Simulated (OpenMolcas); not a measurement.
**Sb⁺: the spin-orbit constant, Slater's ratio, thermal populations, worked from levels**

| Quantity | Value |
| --- | --- |
| Program | OpenMolcas 26.06 |
| Basis | ANO-RCC-VQZP [8s7p5d3f2g] |
| Scalar Hamiltonian | DKH2, point nucleus |
| Active space | 4 electrons in 4 orbitals (5s 5p) |
| State averaging | 2S+1 = 3 even, 3 roots; 2S+1 = 1 even, 6 roots; 2S+1 = 5 odd, 1 root; 2S+1 = 3 odd, 9 roots; 2S+1 = 1 odd, 8 roots |
| Spin-orbit coupling | state interaction with AMFI integrals over the reference wave functions, term energies averaged over their components |

Methods: CASSCF; SS-CASPT2, IPEA 0.25 Eh, imaginary shift 0.1 Eh (closed shells correlated: 4d). Measured levels: NIST Handbook of Basic Atomic Spectroscopic Data.

**The spin-orbit constant.** For the Hund term ³P of p2, E(J) = (A/2) J(J+1) + constant and ζ = 2S·A = 2A. From J = 0 to J = 2 the energy changes by 3 A.

```json
{"Source": "CASSCF", "E(2) - E(0)": "5246.4", "A": "1748.8", "ζ": "3498"}
{"Source": "SS-CASPT2", "E(2) - E(0)": "4938.8", "A": "1646.3", "ζ": "3293"}
{"Source": "measured", "E(2) - E(0)": "5658.2", "A": "1886.1", "ζ": "3772"}
```

All in cm-1. SS-CASPT2 is off by -12.7 % and CASSCF by -7.3 %. Both methods take the spin-orbit matrix elements from the reference wave functions, so the second can move ζ only through the term energies and any multistate remixing. Second-order mixing with other terms is absorbed into this ζ.

**Slater's ratio.** With one set of orbitals, p2 has ¹D - ³P = 6 F2 and ¹S - ¹D = 9 F2 (F2 = F²/25), a ratio of 3/2. Term energies are centres of gravity, weighted by 2J + 1.

| Source | ¹D - ³P | ¹S - ³P | F2 from the first | Ratio |
| --- | --- | --- | --- | --- |
| CASSCF | 10576 | 19572 | 1763 | 0.851 |
| SS-CASPT2 | 7953 | 19804 | 1326 | 1.490 |
| measured | 8628 | 19744 | 1438 | 1.288 |

Energies in cm-1. A ratio away from 3/2 shows effects beyond one configuration with one set of orbitals, and in heavier atoms second-order spin-orbit shifts. In CASSCF the valence s occupation is 1.91 in ¹S against 1.98 in ¹D: mixing out of s² acts most on ¹S and pulls it down.

**Thermal populations.** Z = Σ (2J + 1) exp(-E/kT) with k = 0.695035 cm-1/K, over the levels below. No other level of either list lies under 69100 cm-1, which is above 7 kT at each temperature.

| Level | 2J + 1 | SS-CASPT2 | measured |
| --- | --- | --- | --- |
| 5s² 5p² ³P₀ | 1 | 0.0 | 0.0 |
| 5s² 5p² ³P₁ | 3 | 2610 | 3055 |
| 5s² 5p² ³P₂ | 5 | 4940 | 5658 |
| 5s² 5p² ¹D₂ | 5 | 11570 | 12790 |
| 5s² 5p² ¹S₀ | 1 | 23420 | 23906 |
| 5s 5p³ ⁵S°₂ | 5 | 50190 | 51723 |
| 5s 5p³ ³D°₁ | 3 | 65450 | 66292 |
| 5s 5p³ ³D°₂ | 5 | 65450 | 66502 |
| 5s 5p³ ³D°₃ | 7 | 66070 | 67888 |

```json
{"T (K)": "5000", "Z, SS-CASPT2": "3.803", "Z, measured levels": "3.354", "Ground level (%), SS-CASPT2": "26.3", "Ground level (%), measured levels": "29.8"}
{"T (K)": "8000", "Z, SS-CASPT2": "5.572", "Z, measured levels": "5.054", "Ground level (%), SS-CASPT2": "17.9", "Ground level (%), measured levels": "19.8"}
{"T (K)": "12000", "Z, SS-CASPT2": "7.286", "Z, measured levels": "6.768", "Ground level (%), SS-CASPT2": "13.7", "Ground level (%), measured levels": "14.8"}
```

At 12000 K, kT = 8340 cm-1, and the computed levels give Z = 1.000 + 2.194 + 2.765 + 1.249 + 0.060 + 0.012 + 0.001 + 0.002 + 0.003 = 7.286.

Term energies are means over components that CASPT2 splits; among the terms shown or strongly mixed into the levels shown the widest spread is 640 cm-1 (5s 5p³ ³D°, SS-CASPT2). Over all roots computed the reference weight is 0.82 to 0.93 in SS-CASPT2; the roots of lowest weight are the least certain, and an intruder state may touch them. Terms of s pⁿ other than that of highest spin mix with s² pⁿ⁻² d, which this space lacks; all of them can be thousands of cm-1 off, and some have no real level of that name. Measured partners are found by configuration, term and J. A level has none where our copy of the source lacks it or the pairing is in doubt (some pairs that miss far off the trend of their configuration count as doubtful), and it then counts in no deviation. Levels of configurations outside the active space are missing.

° marks odd parity.
